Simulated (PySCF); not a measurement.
## Adding and removing an electron: ICl

RHF; I def2-SVP with ECP28, Cl def2-SVP; scalar-relativistic core potentials (PySCF 2.14). Neutral (RHF): singlet (closed shell), Re = 2.354 Å, ωe = 406 cm⁻¹, De = 0.63 eV, HOMO -10.55 eV, LUMO -0.02 eV.

ICl⁺ (UHF): doublet (π ↑), Re = 2.276 Å, ωe = 423 cm⁻¹, De = 0.49 eV to I⁺ + Cl. The energies at the minima are -755.99198 hartree for ICl and -755.63425 for ICl⁺.

(1) Work out the adiabatic ionisation energy, without and with harmonic zero-point energies (1 hartree = 27.2114 eV, 1 eV = 8065.5 cm⁻¹), and the change of the bond length.

Spin–orbit coupling is left out, which matters for elements this heavy, above all for dissociation energies. For an ion De counts to the pair picked by the measured ionisation energies or electron affinities, which need not be the lowest pair at this level. Where the molecule has an RHF reference, its open-shell atoms are computed with UHF. Hartree–Fock leaves out correlation, which carries a large part of most bond energies and some tenths to 1 eV of ionisation energies. States were picked by a PBE0 search and need not be the measured ground states.

Neutral and ion stand on different kinds of reference determinant, which adds to the error of the difference.

Results:

(1) At HF: 0.35773 hartree = 9.734 eV between the minima; the zero-point term (423.0 − 406.0)/2 cm⁻¹ = +0.001 eV makes it 9.735 eV. Re changes by -7.8 pm against the neutral. Minus the HOMO energy is 10.55 eV, +0.82 eV from the value between the minima; Hartree–Fock orbital energies leave out relaxation and correlation. The electron leaves a π orbital, and the shorter bond of the ion fits an antibonding orbital, or a change in how ionic the bond is.
